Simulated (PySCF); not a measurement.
C3H7ClSi, SMILES [SiH3]C/C=C\Cl. Geometry optimised at B3LYP-D3(BJ)/def2-SVP. The structure was generated by enumeration; whether it is a known compound was not checked. One conformer was computed; it need not be the lowest.

Computed equilibrium geometry at B3LYP-D3(BJ)/def2-SVP (PySCF confirms it by a frequency run) as bond lengths and angles (one conformer of several):
Atoms: Si1 C2 C3 C4 Cl5 H6 H7 H8 H9 H10 H11 H12. Bonded distances (Å): Si1–C2 1.905, Si1–H6 1.493, Si1–H7 1.489, Si1–H8 1.493, C2–C3 1.495, C2–H9 1.102, C2–H10 1.102, C3–C4 1.337, C3–H11 1.096, C4–Cl5 1.746, C4–H12 1.091. Bond angles (°): C2–Si1–H6 109.9, C2–Si1–H7 109.8, C2–Si1–H8 109.8, H6–Si1–H7 109.5, H6–Si1–H8 108.8, H7–Si1–H8 109.0, Si1–C2–C3 111.5, Si1–C2–H9 108.2, Si1–C2–H10 107.4, C3–C2–H9 110.9, C3–C2–H10 110.8, H9–C2–H10 107.9, C2–C3–C4 126.4, C2–C3–H11 117.7, C4–C3–H11 115.9, C3–C4–Cl5 123.1, C3–C4–H12 123.5, Cl5–C4–H12 113.4.
Charge 0, spin multiplicity 1.
